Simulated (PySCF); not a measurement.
C6H8OS2, SMILES CSc1ccc(OC)s1, GFN2-xTB optimised geometry.

```
17

C      2.34    -2.80     0.04
O      0.95    -3.02     0.02
C      0.17    -1.92     0.00
C     -1.19    -1.92     0.00
C     -1.74    -0.62     0.00
C     -0.80     0.36     0.00
S     -1.10     2.08    -0.10
C      0.25     2.72     0.95
S      0.81    -0.30    -0.02
H      2.66    -2.24    -0.85
H      2.80    -3.79     0.03
H      2.65    -2.26     0.93
H     -1.78    -2.82     0.02
H     -2.80    -0.41     0.01
H      0.17     2.28     1.94
H      1.20     2.47     0.49
H      0.12     3.79     0.99
```

Density from CAM-B3LYP/def2-SVP in PySCF 2.14.0 at that geometry.

Minimum of the electron density along straight lines between bonded atoms, close to the bond critical point (lines longer than 1.1 times the sum of covalent radii, or with two minima, are not listed):

| bond | length / Å | ρ at the minimum / e bohr⁻³ | ∇²ρ there / e bohr⁻⁵ | position (fraction from the first atom) |
|---|---|---|---|---|
| C1–O2 | 1.407 | 0.254 | -0.31 | 0.34 |
| O2–C3 | 1.345 | 0.297 | -0.31 | 0.67 |
| C3–C4 | 1.361 | 0.325 | -0.85 | 0.53 |
| C4–C5 | 1.412 | 0.297 | -0.74 | 0.50 |
| C5–C6 | 1.359 | 0.324 | -0.82 | 0.48 |
| C6–S7 | 1.750 | 0.203 | -0.46 | 0.50 |
| S7–C8 | 1.820 | 0.181 | -0.33 | 0.54 |
| C3–S9 | 1.743 | 0.210 | -0.46 | 0.48 |
| C6–S9 | 1.748 | 0.206 | -0.41 | 0.46 |
| C1–H10 | 1.095 | 0.281 | -1.08 | 0.64 |
| C1–H11 | 1.088 | 0.285 | -1.13 | 0.65 |
| C1–H12 | 1.095 | 0.281 | -1.08 | 0.64 |
| C4–H13 | 1.073 | 0.284 | -1.10 | 0.64 |
| C5–H14 | 1.074 | 0.285 | -1.12 | 0.64 |
| C8–H15 | 1.086 | 0.281 | -1.08 | 0.64 |
| C8–H16 | 1.086 | 0.280 | -1.07 | 0.64 |
| C8–H17 | 1.085 | 0.280 | -1.07 | 0.64 |
